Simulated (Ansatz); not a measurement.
GaH5OSi (`O[SiH2][GaH2]`): the same geometry under several functionals.

```yaml
crystal:
  periodic: [false, false, false]
  atoms:
    - {symbol: O, position_ang: [-1.428004, 0.012375, -1.041690]}
    - {symbol: Si, position_ang: [-0.235870, 0.746314, -0.146121]}
    - {symbol: Ga, position_ang: [1.048152, -1.115506, 0.725538]}
    - {symbol: H, position_ang: [-2.061796, 0.579848, -1.483323]}
    - {symbol: H, position_ang: [0.569752, 1.672124, -0.999831]}
    - {symbol: H, position_ang: [-0.832882, 1.604558, 0.922518]}
    - {symbol: H, position_ang: [2.264654, -1.711218, -0.075712]}
    - {symbol: H, position_ang: [0.676004, -1.788496, 2.098620]}
basis:
  gaussian: {orbitals: def2-TZVPP}
hamiltonian: {xc: {name: CAM-B3LYP}, dispersion: d4}
output: {orbitals: {seedname: orbitals}}
```

```sh
$ ansatz run in.yaml --threads 2 --pin off --events-out ev --progress --plain --max-ram 4352MiB
```

Output, abridged:

```
Functional definition: CAM-B3LYP
1140 factors; their error is unknown
282 factors; integrals over basis functions are off by at most 1.3e-5 eV
mean field evaluation 1: about -62383.9342 eV, gradient 5.5e1 eV
mean field evaluation 2: about -62379.5728 eV, gradient 7.7e1 eV
mean field evaluation 4: about -62388.4418 eV, gradient 2.9e0 eV
mean field evaluation 8: about -62388.4475 eV, gradient 8.2e-2 eV
mean field evaluation 16: about -62388.5984 eV, gradient 4.2e-5 eV
mean field -62388.59837053 eV, -2292.7387016061 hartree, gradient 4.2e-5 eV, S^2 0.000000; 0 other end points of the search recorded, 0 dependent functions left out
reference -62388.59850470 eV, -2292.7387065368 hartree; 29, 29 occupied and 162, 162 virtual orbitals, 1140 factors
Total energy: -62388.72662962 eV, -2292.7434150408 hartree
```

Run time 4.1 s (2 threads of an Arm Neoverse V1 on a shared host); peak host memory 0.45 GiB.

With the line `hamiltonian: {xc: pbe, dispersion: d4}` and forces (abridged; 2.8 s):

```
Functional definition: PBE
mean field evaluation 16: about -62371.3396 eV, gradient 1.9e-5 eV
mean field -62371.33958570 eV, -2292.1044529619 hartree, gradient 1.9e-5 eV, S^2 0.000000
Total energy: -62371.48589086 eV, -2292.1098295776 hartree
Atom 0 force    -0.042822    -0.507982    -0.049421 eV/Å
Atom 1 force     0.241931     0.106628     0.180338 eV/Å
Atom 2 force    -0.016418     0.017992    -0.011321 eV/Å
Atom 3 force    -0.303281     0.262680    -0.211758 eV/Å
Atom 4 force     0.109616     0.106132    -0.079972 eV/Å
Atom 5 force    -0.046006     0.098637     0.133516 eV/Å
Atom 6 force     0.074004    -0.039797    -0.042976 eV/Å
Atom 7 force    -0.017024    -0.044290     0.081595 eV/Å
Dipole moment:    -0.118185     0.208269    -0.078690 e Å
```

The same input with `hamiltonian: {xc: {name: BLYP}, dispersion: d4}` (abridged; 2.3 s):

```
Functional definition: BLYP
mean field evaluation 16: about -62387.1099 eV, gradient 1.7e-5 eV
mean field -62387.10987034 eV, -2292.6840002330 hartree, gradient 1.7e-5 eV, S^2 0.000000
Total energy: -62387.42590843 eV, -2292.6956144188 hartree
```

Changing it to `hamiltonian: {xc: hse06, dispersion: d4}` (abridged; 3.7 s):

```
Functional definition: HSE06
mean field -62373.01802857 eV, -2292.1661345999 hartree, gradient 7.2e-5 eV, S^2 0.000000
Total energy: -62373.13521384 eV, -2292.1704410793 hartree
```

With the line `hamiltonian: {xc: {name: LC-wPBE}}` (abridged; 3.1 s):

```
Functional definition: LC-wPBE
mean field evaluation 16: about -62375.4923 eV, gradient 2.5e-5 eV
mean field -62375.49226621 eV, -2292.2570611562 hartree, gradient 2.5e-5 eV, S^2 0.000000
Total energy: -62375.49226622 eV, -2292.2570611565 hartree
```

With the line `hamiltonian: {xc: {name: B97M-V}}` (abridged; 10 s):

```
Functional definition: B97M-V
mean field evaluation 16: about -62373.2515 eV, gradient 2.7e-5 eV
mean field -62373.25151304 eV, -2292.1747149958 hartree, gradient 2.7e-5 eV, S^2 0.000000
Total energy: -62373.25157950 eV, -2292.1747174383 hartree
```

HSE06 is the plane-wave form, built on full-range PBE exchange.
